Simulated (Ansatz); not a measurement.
Start from `C[SiH](O)[Si](O)(O)O` and change one atom or group to get `OC[Si](O)(O)O`.

Ansatz, PBE0-D4/def2-TZVP geometries, multiplicity 1. Each molecule was computed in one conformer, which needn't be the lowest.

```csv
property,`C[SiH](O)[Si](O)(O)O`
LUMO energy (PBE/def2-TZVPP) / eV,-0.73
LUMO energy (ωB97M-V/def2-TZVPP) / eV,1.80
LUMO energy (PBE0/def2-TZVPP) / eV,0.13
HOMO–LUMO gap (PBE0/def2-TZVPP) / eV,7.61
HOMO energy (PBE0/def2-TZVPP) / eV,-7.48
HOMO–LUMO gap (ωB97M-V/def2-TZVPP) / eV,11.40
```

**Question.** Give the same properties after the change, and the shifts. (An estimate is asked.)

**Answer.** The calculation gave: 
```csv
property,`OC[Si](O)(O)O`,shift
LUMO energy (PBE/def2-TZVPP) / eV,-0.46,0.27
LUMO energy (ωB97M-V/def2-TZVPP) / eV,1.82,0.02
LUMO energy (PBE0/def2-TZVPP) / eV,0.41,0.28
HOMO–LUMO gap (PBE0/def2-TZVPP) / eV,7.85,0.24
HOMO energy (PBE0/def2-TZVPP) / eV,-7.44,0.04
HOMO–LUMO gap (ωB97M-V/def2-TZVPP) / eV,11.65,0.25
```
